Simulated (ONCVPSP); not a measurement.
# Potentials for N compared

Generated with ld1.x 7.5 (TM, RRKJ, ultrasoft, PAW), atompaw 4.2 or ONCVPSP 4.0.1. The cutoff is in Ry: for ld1.x and atompaw files where the sum of valence levels is converged to 10 mRy in a Bessel basis, for ONCV files where the hardest occupied wave has 1 mHa per electron of residual kinetic energy. The error is the largest all-electron minus pseudo excitation energy over each file’s own four to seven test configurations (ionisations up to +4, promotions, holes and added fractions of an electron), all of which were solved. The labels leave out finer settings (local radius, basis sizes, second energies), which also bear on the numbers. Spin-polarised tests are not counted. The rows are a selection from randomly drawn settings: files with unsolved tests, undetermined cutoffs or missed reference levels are left out.

A true bound ghost makes a file unfit for plane-wave use even where its test errors are small: the radial tests pick states by their node count and pass the ghost by.

| potential | cutoff (Ry) | largest error (meV) | bound ghosts |
| --- | --- | --- | --- |
| ONCV, PBE, scalar-relativistic, rc 1.05/2.45 (sp), local smoothed, core correction yes, reference 2s2 2p3, qcut 7.8/4.5, projectors 1/2 | 58 | +4299 | none |
| ONCV, PW91, scalar-relativistic, rc 1.05/1.95/1.80 (spd), local smoothed, core correction yes, reference 2s2 2p2, qcut 7.8/8.6/6.3, projectors 2/3/2 | 49 | +778 | none |
| ONCV, PBE, scalar-relativistic, rc 0.95/1.25/1.25 (spd), local s, core correction yes, reference 2s2 2p2.75, qcut 6.3/6.8/7.6, projectors 0/2/2 | 109 | +1268 | none |
| ONCV, PBEsol, scalar-relativistic, rc 0.85/2.00 (sp), local smoothed, core correction yes, reference 2s2 2p2, qcut 7.3/6.7, projectors 2/2 | 61 | +1154 | none |
| ONCV, PBEsol, scalar-relativistic, rc 1.15/1.45 (sp), local s, core correction no, reference 2s2 2p2.75, qcut 7.1/7.7, projectors 0/2 | 48 | +150 | none |
| ONCV, PBE, scalar-relativistic, rc 0.80/1.70 (sp), local smoothed, core correction yes, reference 2s2 2p3, qcut 9.7/6.4, projectors 2/2 | 64 | +1320 | none |
| ONCV, revPBE, non-relativistic, rc 0.85/2.15/1.85 (spd), local smoothed, core correction yes, reference 2s2 2p2.5, qcut 6.8/6/4.9, projectors 2/2/1 | 92 | +493 | none |

Problem. Fill in the row for N: ONCV, PBE, fully relativistic, rc 0.80/2.35 (sp), local smoothed, core correction yes, reference 2s2 2p2, qcut 10.1/5.3, projectors 3/2.

Solution. cutoff 64 Ry, largest error +2498 meV, bound ghosts: s.

Problem. Fill in the row for N: ONCV, PBE, fully relativistic, rc 0.80/1.20 (sp), local smoothed, core correction no, reference 2s2 2p3, qcut 9.6/8.3, projectors 1/2.

Solution. cutoff 59 Ry, largest error +503 meV, bound ghosts: none.
